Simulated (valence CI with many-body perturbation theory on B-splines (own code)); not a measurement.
E1 line list for Ho XXXVII

Method: configuration interaction combined with many-body perturbation theory (CI+MBPT): three valence electrons over a frozen Dirac-Fock core [Ar] 3d10, a basis of 11 s, 11 p, 9 d, 7 f, 5 g, 2 h, 1 i functions for each j, with the one-electron correlation potential Σ1 (screened to all orders), the two-electron term Σ2, the three-electron term Σ3, Breit, model QED; selected single and double excitations, second order for the rest (own B-spline code, finite nucleus).

No measured spectrum was set against this ion. As an estimate, large intervals hold to a few tenths of a per cent, small ones and those within an open d or f shell to about a per cent.

Lines 201 to 250 of 274 in falling wavelength, among levels below 442.38 eV, chosen from the strongest by gf and those to the six lowest levels. Wavelengths and rates use the calculated energies. Electric multipoles are in the length gauge, E1 and E2 with the static RPA response of the core. Weak lines are less certain than strong ones. Lines between different terms over intervals too small for the method are left out, as are lines whose strength nearly cancels. Where a level lies close to another of its J and parity, the split of strength between their lines is uncertain. The highest levels of a list are the least certain.

Levels are named by their leading jj configuration (3d3/2^4 stands for four electrons in 3d with j = 3/2), which in mixed levels can hold well under half, so a name can repeat and another be missing. Letters in brackets count levels of one name in rising energy.

```csv
λ vac (Å),Upper,Lower,A (s⁻¹),log gf,Branch %
64.19,(4s 4p1/2 4d3/2) J=1/2,(4s 4p1/2^2) J=1/2,7.04e+11,-0.06,95.9
64.15,(4p1/2 4p3/2 4d3/2) J=1/2 [b],(4p1/2^2 4p3/2) J=3/2,6.14e+11,-0.12,73.3
63.87,(4s 4p3/2 4d3/2) J=1/2 [b],(4s 4p1/2 4p3/2) J=1/2,4.64e+11,-0.25,52.0
63.84,(4s 4p3/2 4d3/2) J=5/2 [a],(4s 4p1/2 4p3/2) J=3/2 [a],2.49e+11,-0.04,40.9
63.83,(4s 4p3/2 4d3/2) J=3/2 [a],(4s 4p1/2 4p3/2) J=3/2 [a],4.19e+11,0.01,77.4
63.77,(4s 4p3/2 4d3/2) J=1/2 [a],(4s 4p1/2 4p3/2) J=3/2 [a],4.91e+11,-0.22,96.7
63.61,(4s 4p1/2 4d5/2) J=3/2 [a],(4s 4p1/2^2) J=1/2,1.89e+11,-0.34,47.1
63.50,(4p1/2 4p3/2 4d5/2) J=3/2 [a],(4p1/2^2 4p3/2) J=3/2,1.28e+11,-0.51,24.9
63.34,(4p1/2 4p3/2 4d5/2) J=5/2 [a],(4p1/2^2 4p3/2) J=3/2,4.42e+10,-0.80,12.5
63.12,(4s 4p3/2 4d5/2) J=3/2 [a],(4s 4p1/2 4p3/2) J=5/2,4.97e+09,-1.93,2.6
62.94,(4s 4p3/2 4d3/2) J=1/2 [b],(4s 4p1/2 4p3/2) J=3/2 [b],2.45e+10,-1.54,2.7
62.41,(4s 4p3/2 4d3/2) J=3/2 [b],(4s 4p1/2 4p3/2) J=5/2,3.81e+08,-3.05,0.0
62.17,(4s 4p3/2 4d3/2) J=5/2 [b],(4s 4p1/2 4p3/2) J=5/2,4.36e+09,-1.82,0.9
61.87,(4s 4p3/2 4d5/2) J=5/2 [a],(4s 4p1/2 4p3/2) J=5/2,2.30e+09,-2.10,0.8
60.95,(4s 4p3/2 4d5/2) J=3/2 [a],(4s 4p1/2 4p3/2) J=3/2 [a],1.14e+09,-2.60,0.6
60.80,(4s 4p3/2^2) J=1/2,(4s^2 4p1/2) J=1/2,4.31e+09,-2.32,1.7
60.41,(4s 4p3/2 4d5/2) J=7/2 [a],(4s 4p1/2 4p3/2) J=5/2,5.72e+09,-1.60,2.1
60.29,(4s 4p3/2 4d3/2) J=3/2 [b],(4s 4p1/2 4p3/2) J=3/2 [a],1.61e+07,-4.46,0.0
60.07,(4s 4p3/2 4d3/2) J=5/2 [b],(4s 4p1/2 4p3/2) J=3/2 [a],1.88e+08,-3.21,0.0
59.98,(4s 4p3/2 4d5/2) J=1/2,(4s 4p1/2 4p3/2) J=3/2 [b],1.82e+10,-1.71,4.1
59.81,(4p1/2 4p3/2^2) J=1/2,(4s 4p1/2^2) J=1/2,4.23e+09,-2.34,1.3
59.81,(4s 4p3/2 4d5/2) J=7/2 [b],(4s 4p1/2 4p3/2) J=5/2,9.23e+10,-0.40,34.7
59.79,(4s 4p3/2 4d5/2) J=5/2 [a],(4s 4p1/2 4p3/2) J=3/2 [a],2.46e+08,-3.10,0.1
59.59,(4s 4p3/2 4d5/2) J=5/2 [b],(4s 4p1/2 4p3/2) J=3/2 [b],1.02e+11,-0.49,12.1
59.54,(4s 4p3/2^2) J=3/2,(4s^2 4p1/2) J=1/2,4.66e+10,-1.00,8.1
59.06,(4s 4p3/2 4d5/2) J=3/2 [b],(4s 4p1/2 4p3/2) J=3/2 [b],2.51e+06,-5.28,0.0
57.89,(4s 4p3/2 4d3/2) J=1/2 [b],(4s 4p1/2 4p3/2) J=3/2 [a],5.15e+08,-3.29,0.1
57.82,(4s 4p1/2 4d5/2) J=3/2 [b],(4s 4p1/2^2) J=1/2,9.08e+10,-0.74,14.4
57.73,(4p3/2^3) J=3/2,(4s 4p1/2 4p3/2) J=3/2 [b],2.54e+10,-1.29,2.7
57.24,(4s 4p3/2 4d5/2) J=5/2 [c],(4s 4p1/2 4p3/2) J=3/2 [b],2.41e+10,-1.15,3.0
56.94,(4s 4p1/2 4f7/2) J=5/2,(4p1/2^2 4p3/2) J=3/2,7.15e+10,-0.68,10.1
56.81,(4s 4p3/2 4d5/2) J=5/2 [b],(4s 4p1/2 4p3/2) J=5/2,5.98e+09,-1.76,0.7
56.33,(4s 4p3/2 4d5/2) J=3/2 [b],(4s 4p1/2 4p3/2) J=5/2,1.60e+09,-2.52,0.3
55.37,(4s 4p3/2 4d5/2) J=1/2,(4s 4p1/2 4p3/2) J=3/2 [a],2.27e+09,-2.68,0.5
55.11,(4p3/2^3) J=3/2,(4s 4p1/2 4p3/2) J=5/2,2.63e+09,-2.32,0.3
55.04,(4s 4p3/2 4d5/2) J=5/2 [b],(4s 4p1/2 4p3/2) J=3/2 [a],1.02e+09,-2.56,0.1
54.86,(4s^2 4f7/2) J=7/2,(4s 4p1/2 4p3/2) J=5/2,1.46e+10,-1.28,2.2
54.67,(4s 4p3/2 4d5/2) J=5/2 [c],(4s 4p1/2 4p3/2) J=5/2,3.98e+09,-1.97,0.5
54.59,(4s 4p3/2 4d5/2) J=3/2 [b],(4s 4p1/2 4p3/2) J=3/2 [a],2.45e+09,-2.36,0.4
53.45,(4p3/2^3) J=3/2,(4s 4p1/2 4p3/2) J=3/2 [a],3.19e+09,-2.26,0.3
53.03,(4s 4p3/2 4d5/2) J=5/2 [c],(4s 4p1/2 4p3/2) J=3/2 [a],5.70e+09,-1.84,0.7
51.41,(4s 4p3/2 4d3/2) J=3/2 [a],(4s 4p1/2^2) J=1/2,3.95e+08,-3.20,0.1
51.37,(4s 4p3/2 4d3/2) J=1/2 [a],(4s 4p1/2^2) J=1/2,1.48e+07,-4.93,0.0
49.53,(4s 4p3/2 4d5/2) J=3/2 [a],(4s 4p1/2^2) J=1/2,5.95e+08,-3.06,0.3
49.09,(4s 4p3/2 4d3/2) J=3/2 [b],(4s 4p1/2^2) J=1/2,3.62e+08,-3.28,0.0
47.48,(4s 4p3/2 4d3/2) J=1/2 [b],(4s 4p1/2^2) J=1/2,1.41e+08,-4.02,0.0
45.78,(4s 4p3/2 4d5/2) J=1/2,(4s 4p1/2^2) J=1/2,2.60e+09,-2.79,0.6
45.24,(4s 4p3/2 4d5/2) J=3/2 [b],(4s 4p1/2^2) J=1/2,8.49e+08,-2.98,0.1
44.46,(4p3/2^3) J=3/2,(4s 4p1/2^2) J=1/2,3.55e+08,-3.38,0.0
42.34,(4p1/2^2 4d3/2) J=3/2,(4s^2 4p3/2) J=3/2,5.14e+06,-5.26,0.0
```
